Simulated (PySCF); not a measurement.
C₂H₈OSi₂, SMILES C([SiH2]O[SiH3])=C.

Geometry: ωB97X-D3(BJ)/def2-SVP. The values are those of a single conformer.

Two levels are set side by side: TDA-PBE/def2-SVPD (PySCF) and TDA-CAM-B3LYP/def2-SVPD (PySCF). Vertical, same geometry. The lowest singlet is HOMO−1→LUMO 80 %, HOMO→LUMO 19 % with PBE and HOMO−2→LUMO 69 %, HOMO−3→LUMO 26 % with the other functional; states are paired by order. Differences are taken from unrounded values.

| quantity | TDA-CAM-B3LYP |
|---|---|
| lowest singlet excitation (eV) | 6.86 |
| lowest triplet excitation (TDA) (eV) | 4.22 |
| first bright state (f over 0.05) (eV) | 7.59 |
| its oscillator strength | 0.19 |

What does TDA-PBE give, and how far is it from TDA-CAM-B3LYP? (An estimate is asked for; the answer gives what the named calculation found.)


| quantity | TDA-PBE | TDA-PBE minus TDA-CAM-B3LYP |
|---|---|---|
| lowest singlet excitation (eV) | 5.74 | -1.12 |
| lowest triplet excitation (TDA) (eV) | 4.33 | 0.11 |
| first bright state (f over 0.05) (eV) | 6.83 | -0.76 |
| its oscillator strength | 0.13 | -0.06 |

Functionals without exact exchange tend to place singlet excitations lower, as here. Differences between two approximate levels are no errors against the true value.

Rough cost on one machine, each run with all the roots and properties that it gave: TDA-CAM-B3LYP against TDA-PBE about 5 times.
